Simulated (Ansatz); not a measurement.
Geometry optimisation, RKS CAM-B3LYP-D4/STO-3G (Ansatz).

input.yaml

```yaml
crystal:
  periodic: [false, false, false]
  atoms:
    - { symbol: C, position_ang: [-0.6011, 0.1787, 1.6877] }
    - { symbol: C, position_ang: [-0.1109, 0.1959, 0.4524] }
    - { symbol: C, position_ang: [-0.0854, 1.4436, -0.4005] }
    - { symbol: Al, position_ang: [0.5973, -1.5094, -0.3114] }
    - { symbol: O, position_ang: [1.2158, -1.5781, -2.0241] }
    - { symbol: H, position_ang: [-0.7193, -0.6637, 2.2732] }
    - { symbol: H, position_ang: [-1.0059, 1.1514, 2.0991] }
    - { symbol: H, position_ang: [0.7835, 1.3759, -1.1611] }
    - { symbol: H, position_ang: [-1.0244, 1.6047, -0.8532] }
    - { symbol: H, position_ang: [0.1694, 2.332, 0.2666] }
    - { symbol: H, position_ang: [0.4102, -2.8597, 0.5755] }
    - { symbol: H, position_ang: [0.4478, -1.7264, -2.5702] }
basis:
  gaussian: { orbitals: STO-3G }
hamiltonian:
  xc: cam_b3lyp
  dispersion: d4
relax:
  f_tol: 0.015
  max_steps: 40
output:
  orbitals: {}
```

Run as:

```bash
$ ansatz run input.yaml --threads 1 --pin off --max-ram 2048MiB --backend cpu --events-out ev --progress --plain --runs-dir out
```

Problem. Where does it end, and by what steps?

Solution. The forces met the threshold. Limits of this set-up: minimal basis. After 17 steps the energy has fallen by 1.440 eV; H12 moved furthest, 0.98 Å.

```
step  energy less start (eV)  largest force component (eV/Å)  accepted
   0                  0.0000                           5.048       yes
   1                 -0.8287                           1.445       yes
   2                 -0.8532                           1.607       yes
   3                 -1.0222                           1.030       yes
   4                 -1.1598                           0.935       yes
   5                 -1.2816                           0.883       yes
   6                 -1.3974                           0.400       yes
   7                 -1.4232                           0.340       yes
   8                 -1.4286                           0.124       yes
   9                 -1.4215                           0.342        no
  10                 -1.4329                           0.082       yes
  11                 -1.4354                           0.223       yes
  12                 -1.4376                           0.086       yes
  13                 -1.4388                           0.043       yes
  14                 -1.4394                           0.036       yes
  15                 -1.4394                           0.027       yes
  16                 -1.4395                           0.017       yes
  17                 -1.4395                           0.012       yes
```

```xyz
12
Properties=species:S:1:pos:R:3
C -0.472 0.209 1.695
C -0.115 0.073 0.415
C -0.094 1.324 -0.482
Al 0.356 -1.636 -0.281
O 0.809 -1.769 -1.901
H -0.507 -0.640 2.387
H -0.752 1.171 2.141
H 0.910 1.495 -0.900
H -0.782 1.213 -1.334
H -0.386 2.226 0.070
H 0.347 -2.880 0.533
H 0.762 -0.841 -2.310
```

Time of the run: 83 s on 1 CPU thread of a shared host.
